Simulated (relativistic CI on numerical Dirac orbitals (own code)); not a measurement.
Mn²⁺ in a cubic cluster: L2,3 absorption with charge transfer

Computed with a charge-transfer multiplet model of a cubic metal-ligand cluster with up to 3 ligand holes, Slater and spin-orbit integrals from Dirac-Coulomb-Breit ions, Slater integrals scaled by 0.7. The ground state mixes d5 with configurations of k ligand holes L, whose averages lie at kΔ + k(k − 1)U_dd/2; a core hole lowers each added d electron by U_cd. 300 K, Lorentzian 0.4 eV and Gaussian 0.3 eV FWHM.

Atomic integrals in eV (Slater integrals scaled, ζ unscaled), ground: F2dd 7.178, F4dd 4.458, zeta_d 0.037; with the core hole: F2dd 7.764, F4dd 4.828, zeta_d 0.052, zeta_core 6.792, F2cd 4.448, G1cd 3.278, G3cd 1.861.

Cluster parameters (eV): Δ = 2.5, U_cd = 6.5, 10Dq = 0.7, 10Dq(ligand) = 1.1, V(eg) = 1.4, V(t2g) = -0.72, final-state hopping factor = 0.9.

```tsv
Case	n_d	d5	d6L	d7L2	d8L3	S
U_dd = 3.4 eV	5.22	0.79	0.19	0.01	0.00	2.50
U_dd = 4.1 eV	5.21	0.80	0.19	0.01	0.00	2.50
U_dd = 5.5 eV	5.20	0.80	0.19	0.01	0.00	2.50
```

Weights, n_d and S are thermal averages at 300 K. Photon energies count from the first peak over 30 % of the highest in each spectrum, which can be another peak from case to case. The parameters are a model scan and need not match a compound or its usual spin state. Peaks in eV (height, largest 100):
- U_dd = 3.4 eV: 0.0 (34), 1.2 (100), 4.2 (24), 6.3 (5), 10.8 (17), 12.0 (25), 14.6 (7), 15.7 (6)
- U_dd = 4.1 eV: 0.0 (32), 1.1 (100), 4.2 (15), 10.8 (16), 12.0 (25)
- U_dd = 5.5 eV: -1.1 (29), 0.0 (100), 2.6 (10), 9.7 (16), 11.0 (23), 11.6 (21)

Curve for U_dd = 5.5 eV (points under 2 left out, the grid thinned):

```csv
E (eV),Intensity
-2.5,2.2
-2.2,3.3
-1.9,6.2
-1.6,13.6
-1.3,24.6
-1.1,28.9
-0.8,23.7
-0.5,33.3
-0.2,79.5
0.1,93.4
0.4,61.1
0.7,41.3
1.0,31.7
1.3,20.9
1.5,15.7
1.8,11.1
2.1,9.7
2.4,9.9
2.7,9.8
3.0,8.0
3.3,6.9
3.6,6.7
3.9,5.6
4.1,4.8
4.4,3.6
4.7,2.8
5.0,2.4
5.3,2.1
8.8,2.1
9.1,4.0
9.4,10.4
9.6,15.5
9.9,13.2
10.2,10.6
10.5,13.1
10.8,20.8
11.1,22.2
11.4,20.6
11.7,20.9
12.0,12.8
12.2,7.6
12.5,4.4
12.8,3.1
13.1,2.4
13.4,2.0
```

For the case U_dd = 5.5 eV, Δ = 2.5 eV is smaller than U_dd = 5.5 eV, the charge-transfer side of the Zaanen-Sawatzky-Allen scheme. With the core hole the configuration with one ligand hole lies at Δ + U_dd − U_cd = -0.6, 0.1, 1.5 eV from the one without, in the order of the table; where this is negative the screened configuration lies lower, though the effective hopping of about 2.0 eV (from the holes of the mixed ground state) mixes the two strongly wherever it is as large as the gap.
